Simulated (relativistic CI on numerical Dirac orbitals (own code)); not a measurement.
## Ligand-field terms of d6

Computed with a parametric ligand-field model of a d^n configuration (Racah B and C, spin-orbit zeta, crystal field), exact diagonalisation.

Field parameters in Wybourne normalisation: Td as Oh with Dq negative (B⁴₀ = 21Dq, B⁴₄ = √(5/14) B⁴₀). The field is a parameter set, without covalency.

Q: Ground term and bands for B = 370, C = 1660, ζ = 0 cm⁻¹, Td, 10Dq = -2040 cm⁻¹?

A: Ground term 5E with 3.00 electrons in the two orbitals of the cubic e set. Spin-allowed: 5T2 2040 cm⁻¹. Lowest spin-forbidden: 3T1 7120 cm⁻¹ (1404 nm), 3E 8349 cm⁻¹ (1198 nm), 3T1 8917 cm⁻¹ (1121 nm).

Q: Ground term and bands for B = 370, C = 1660, ζ = 0 cm⁻¹, Td, 10Dq = -1040 cm⁻¹?

A: Ground term 5E with 3.00 electrons in the two orbitals of the cubic e set. Spin-allowed: 5T2 1040 cm⁻¹. Lowest spin-forbidden: 3T1 7802 cm⁻¹ (1282 nm), 3E 8270 cm⁻¹ (1209 nm), 3T2 8767 cm⁻¹ (1141 nm).

Q: Ground term and bands for B = 370, C = 1660, ζ = 0 cm⁻¹, Td, 10Dq = -7030 cm⁻¹?

A: Ground term 5E with 3.00 electrons in the two orbitals of the cubic e set. Spin-allowed: 5T2 7030 cm⁻¹ (1422 nm). Lowest spin-forbidden: 3T1 2716 cm⁻¹, 1T2 7225 cm⁻¹ (1384 nm), 1E 7702 cm⁻¹ (1298 nm).

Q: Ground term and bands for B = 370, C = 1660, ζ = 0 cm⁻¹, Td, 10Dq = -3030 cm⁻¹?

A: Ground term 5E with 3.00 electrons in the two orbitals of the cubic e set. Spin-allowed: 5T2 3030 cm⁻¹ (3300 nm). Lowest spin-forbidden: 3T1 6321 cm⁻¹ (1582 nm), 3E 8396 cm⁻¹ (1191 nm), 3T1 8922 cm⁻¹ (1121 nm).

Q: Ground term and bands for B = 370, C = 1660, ζ = 0 cm⁻¹, Td, 10Dq = -5030 cm⁻¹?

A: Ground term 5E with 3.00 electrons in the two orbitals of the cubic e set. Spin-allowed: 5T2 5030 cm⁻¹ (1988 nm). Lowest spin-forbidden: 3T1 4563 cm⁻¹ (2192 nm), 3E 8450 cm⁻¹ (1183 nm), 3T1 8926 cm⁻¹ (1120 nm).
